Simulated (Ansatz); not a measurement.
`FC([SiH3])CCl`. The species carries charge 0 and has multiplicity 1. The structure was optimised at the PBE0-D4/def2-TZVP level. It is one conformer, not always the lowest.

```xyz
11

F     0.773   -0.847    1.443
C     0.187   -0.599    0.205
Si   -1.410    0.406    0.499
C     1.162    0.117   -0.685
Cl    2.568   -0.894   -1.115
H    -0.066   -1.570   -0.235
H    -2.112    0.572   -0.801
H    -1.059    1.739    1.052
H    -2.270   -0.338    1.450
H     0.677    0.403   -1.619
H     1.552    1.009   -0.195
```

What is the dipole moment at B3LYP/def2-TZVPP? (Best estimate.)

The calculation gave: 2.53 D, with components (-2.04, 1.18, -0.92) D in this frame, pointing from negative to positive charge.

And with PBE, r2SCAN, ωB97M-V? (An estimate is asked.)

Computed: PBE 2.34 D, r2SCAN 2.50 D, ωB97M-V 2.53 D.

Give the Mulliken charges with B3LYP, ωB97M-V, PBE in def2-TZVPP. (Estimate.)

The calculation gave: 
```csv
atom,B3LYP,ωB97M-V,PBE
F1,-0.24,-0.22,-0.20
C2,0.11,0.03,0.10
Si3,0.24,0.14,0.17
C4,-0.11,-0.18,-0.11
Cl5,-0.16,-0.12,-0.15
H6,0.08,0.10,0.07
H7,-0.06,-0.02,-0.05
H8,-0.05,-0.01,-0.04
H9,-0.04,-0.01,-0.03
H10,0.12,0.14,0.12
H11,0.13,0.15,0.12
```

B3LYP here is the variant with VWN-RPA as its local correlation; programs differ in this.
